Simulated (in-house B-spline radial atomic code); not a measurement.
Configurations of the scandium ion Sc²⁺, with energies counted from [Ar] 3d1. Method: non-relativistic B97-1, spin-polarised, spherical fractional occupations, exact exchange averaged over the configuration, point nucleus. Calculated with a radial B-spline atomic code at the basis-set limit. Shells without spins written out take the highest spin.

Occupations are held fixed; configurations that lie above the ionisation limit could autoionise.

```json
{"configuration": "[Ar] 4s1", "E - E(ref) (eV)": "3.7444", "highest orbital": "4s up", "its <r> (bohr)": "2.972"}
{"configuration": "[Ar] 4p1", "E - E(ref) (eV)": "8.0734", "highest orbital": "4p up", "its <r> (bohr)": "3.437"}
{"configuration": "[Ar] 4d1", "E - E(ref) (eV)": "13.835", "highest orbital": "4d up", "its <r> (bohr)": "4.649"}
{"configuration": "[Ne] 3s2 3p5 3d2", "E - E(ref) (eV)": "29.376", "highest orbital": "3d up", "its <r> (bohr)": "1.466"}
```

Q: Order these further configurations by energy, lowest first.
A. [Ar] 4f1
B. [Ne] 3s2 3p5 3d1 4p1
C. [Ne] 3s2 3p5 3d1 4f1
D. [Ne] 3s2 3p5 3d1 4s1

A: A (17.175 eV), D (34.513 eV), B (38.988 eV), C (48.324 eV).
